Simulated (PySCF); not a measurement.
FH3HfS3, SMILES [SH][Hf]([SH])([SH])[F], multiplicity 1. Atoms are numbered in the order given.

```xyz
8

Hf     0.1421    -0.1576    -0.0041
F      1.3243    -1.6463     0.0794
S      0.9970     1.7802     1.1805
H      1.3723     1.0222     2.2413
S     -0.2559     0.5360    -2.2994
H     -1.5144     0.9198    -1.9731
S     -1.9920    -0.6812     1.0433
H     -1.9945    -1.9352     0.5255
```

Coordinates come from a PBE0-D3(BJ)/def2-SVP optimisation. The spin state was assumed, not searched. The structure was generated by enumeration; whether it is a known compound was not checked. The def2 effective core potentials stand for the cores of Hf; spin–orbit coupling is left out. Other conformers were not sampled.

Method: ωB97X/def2-TZVP in PySCF.

Computed frontier levels, gap, dipole moment and polarisability:
```yaml
highest_occupied_level: -10.19 eV
lowest_empty_level: 0.21 eV
orbital_gap: 10.39 eV
dipole_moment: 0.208 e·Å
quadrupole, principal values (traceless, Buckingham form, about the centre of nuclear charge): -5.65, -0.39, 6.04 D·Å
mean_static_polarisability: 96.3 bohr³ (14.27 Å³)
polarisability_principal_values: 79.4, 103.4, 106.0 bohr³
```
